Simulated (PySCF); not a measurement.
## PySCF run on Be⁺

The script input.py:

```python
from pyscf import gto, scf, cc

mol = gto.M(
    atom='Be 0 0 0',
    basis='cc-pvqz',
    charge=1,
    spin=1,
    verbose=3,
)
mf = scf.UHF(mol)
mf.kernel()
mycc = cc.CCSD(mf)
mycc.kernel()
mycc.ccsd_t()
mf.dip_moment()
print('orbital energies (hartree):', [e[max(0, n-3):n+3].round(4) for e, n in zip(mf.mo_energy, mol.nelec)])
```

```bash
$ python input.py
```

It prints (some set-up lines and the per-cycle HOMO/LUMO lines with their warnings removed):

```
converged SCF energy = -14.2773893475307  <S^2> = 0.75001785  2S+1 = 2.0000179
E(UCCSD) = -14.29820987353868  E_corr = -0.02082052600794231
UCCSD(T) correction = -2.53967944743795e-05

WARN: System has nonzero charge 1; the dipole moment is origin-dependent.
Location of origin: [0. 0. 0.]

Dipole moment(X, Y, Z, Debye): -0.00000,  0.00000, -0.00000
orbital energies (hartree): [array([-5.1586, -0.6662, -0.2272, -0.2272, -0.2272]), array([-5.1176, -0.2858, -0.1618, -0.1618])]
```

In short: E(SCF) = -14.277389 Eh, E(CCSD) − E(SCF) = -0.02082 Eh, (T) = -0.00003 Eh, ⟨S²⟩ = 0.750.

Wall time 5.3 s on one thread of a shared host.

No search for the lowest solution was made.
